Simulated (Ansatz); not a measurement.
Basis-set extrapolation for C2H4ClNOSi, SMILES `C[Si](O)(Cl)C#N` (PBE0-D4/def2-TZVP geometry, frozen core, Ansatz 0.2.0). Multiplicity 1, RHF reference.

|  | def2-TZVPP | def2-QZVPP |
| --- | --- | --- |
| HF | -956.056506 | -956.087436 |
| MP2 correlation | -1.050635 | -1.132822 |
| CCSD(T) correlation | -1.133322 | not run |

Energies in hartree. Use E(X) = E(∞) + A·exp(−7.88·√X) for Hartree–Fock and E(X) = E(∞) + B·X^(−2.97) for correlation, with X = 3 and 4, and add CCSD(T) minus MP2 of the smaller set to the MP2 limit.

Problem. What is the CCSD(T) energy at the basis-set limit?

Solution. HF limit: -956.087436 + (-0.030930) × 0.13774 = -956.09170. MP2 limit: -1.132822 + (-0.082187) × 0.74074 = -1.19370. Higher-order term: -1.133322 − (-1.050635) = -0.08269. Total: -957.36809 hartree, 111.9 kcal/mol below CCSD(T)/def2-TZVPP.
